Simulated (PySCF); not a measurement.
Gas-phase reaction: 3 SnH₂ + SnCl₄ ⇌ 4 SnHCl + 2 H

Energies from PySCF (xtb for GFN2), thermal terms from the rigid-rotor harmonic-oscillator model, ideal gas at 1 bar. † marks an energy on the PBE0/def2-TZVP geometry and frequencies; other levels use their own. Open shells (unrestricted): H (multiplicity 2); the rest are closed-shell singlets. GFN2 has no spin-polarisation term. B3LYP is the form with VWN-RPA correlation. Sn: scalar-relativistic def2 core potential, no spin-orbit coupling. SnH₂, SnHCl: computed as isolated molecules; such fragments, hydroxides, amides, oligomers or adducts are transient or little studied in the gas. The harmonic model lacks anharmonicity and excited electronic states, which grow with temperature; levels with a mode under 35 cm⁻¹ are left out. Soft modes under 120 cm⁻¹ make the harmonic entropy rough for SnCl₄.

ΔH° and ΔS° at 298 K: B3LYP/def2-TZVP† 260 kJ, 269 J/K; BLYP/def2-TZVP† 230 kJ, 269 J/K; GFN2-xTB 207 kJ, 260 J/K.

Problem. With the heat capacities included, give log10 K (1 bar) at 1000, 1200, 1600, 2000, 2500 K from B3LYP/def2-TZVP†, BLYP/def2-TZVP†, GFN2-xTB.

Solution. 
```json
[
 {"T (K)": "1000", "B3LYP/def2-TZVP†": "0.7", "BLYP/def2-TZVP†": "2.2", "GFN2-xTB": "3.1"},
 {"T (K)": "1200", "B3LYP/def2-TZVP†": "3.0", "BLYP/def2-TZVP†": "4.3", "GFN2-xTB": "4.9"},
 {"T (K)": "1600", "B3LYP/def2-TZVP†": "5.8", "BLYP/def2-TZVP†": "6.8", "GFN2-xTB": "7.2"},
 {"T (K)": "2000", "B3LYP/def2-TZVP†": "7.5", "BLYP/def2-TZVP†": "8.3", "GFN2-xTB": "8.6"},
 {"T (K)": "2500", "B3LYP/def2-TZVP†": "8.9", "BLYP/def2-TZVP†": "9.5", "GFN2-xTB": "9.7"}
]
```
